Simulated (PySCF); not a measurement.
## Dipole response of H (hydrogen, neutral)

1s1, 2S determinant. Calculation: PySCF 2.14, in aug-cc-pVTZ-DK; scalar relativity by spin-free X2C-1e. Coupled (time-dependent) response in atomic units; α is the mean over directions.

| method | mean α (bohr³) | C₆ (like pair) | S(−4) |
| --- | --- | --- | --- |
| UHF | 4.476 | 6.506 | 25.07 |

S(−4) is the Cauchy moment in α(ω) = α(0) + S(−4) ω² + …

Reference α: 4.507 bohr³ (recommended; Schwerdtfeger and Nagle, table of static dipole polarizabilities (2023 update)). Published C₆: 6.499 (Chu and Dalgarno (2004); Tang, Norbeck and Certain (1976)).

α(iu) at UHF:

```json
{"u (hartree)": "0", "α(iu) (bohr³)": "4.476"}
{"u (hartree)": "0.0500", "α(iu) (bohr³)": "4.414"}
{"u (hartree)": "0.100", "α(iu) (bohr³)": "4.239"}
{"u (hartree)": "0.200", "α(iu) (bohr³)": "3.662"}
{"u (hartree)": "0.300", "α(iu) (bohr³)": "2.994"}
{"u (hartree)": "0.500", "α(iu) (bohr³)": "1.913"}
{"u (hartree)": "0.750", "α(iu) (bohr³)": "1.144"}
{"u (hartree)": "1.00", "α(iu) (bohr³)": "0.7430"}
{"u (hartree)": "1.50", "α(iu) (bohr³)": "0.3778"}
{"u (hartree)": "2.00", "α(iu) (bohr³)": "0.2257"}
{"u (hartree)": "3.00", "α(iu) (bohr³)": "0.1055"}
{"u (hartree)": "5.00", "α(iu) (bohr³)": "0.03921"}
```

A single London oscillator, α(iu) = α/(1 + u²/ω²), gives C₆ = (3/4) ω α². Matching the computed C₆ needs ω = 4 × 6.506 / (3 × 4.476²) = 0.433 hartree.

For a non-relativistic one-electron ion the exact value is 9/(2Z⁴) = 4.500 bohr³; Hartree-Fock is exact here up to the basis and relativity.
